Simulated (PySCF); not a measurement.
## [Nd(H2O)2]3+: from a saddle point downhill

PySCF 2.14.0, RKS PBE0, Nd lcecp-1-SVP with ECP49, O def2-SVP, H def2-SVP; non-relativistic Hamiltonian with scalar-relativistic core potentials where named; density fitting; no spin-orbit coupling. Relaxed within the symmetry of its start, the geometry (D2d) is

```xyz
7

Nd    0.0000    0.0000    0.0000
O     0.0000    0.0000    2.3255
H     0.5452    0.5452    2.9491
H    -0.5452   -0.5452    2.9491
O     0.0000    0.0000   -2.3255
H     0.5452   -0.5452   -2.9491
H    -0.5452    0.5452   -2.9491
```

and its lowest harmonic modes are -67, -67, 152, 404, 406, 634 cm⁻¹ (negative: unstable). It was moved along the lowest mode and relaxed again.

Q: Where does it end, and how much lower?

A: In C1, nearly C2, 0.221 eV lower, after 42 steps:
```xyz
7

Nd   -0.0431    1.0629    0.0018
O     0.0814   -0.1752    1.9175
H     0.2887    0.1447    2.8351
H    -0.0653   -1.1472    2.0543
O    -0.0681   -0.1762   -1.9172
H     0.0921   -1.1468   -2.0479
H    -0.2341    0.1420   -2.8435
```

Q: How do the contacts change?

A: 
| contact | saddle (Å) | end (Å) |
| --- | --- | --- |
| Nd1–O2 (H2O) | 2.325 | 2.284 |
| Nd1–O5 (H2O) | 2.325 | 2.284 |


Q: Is the end a minimum?

A: Yes; lowest modes 54, 91, 106, 420, 428, 638 cm⁻¹.

An lcecp potential fixes the number of 4f electrons, so in runs with it no electron can move into or out of that shell.

State: singlet in the valence, with the 4f electrons in the core potential.
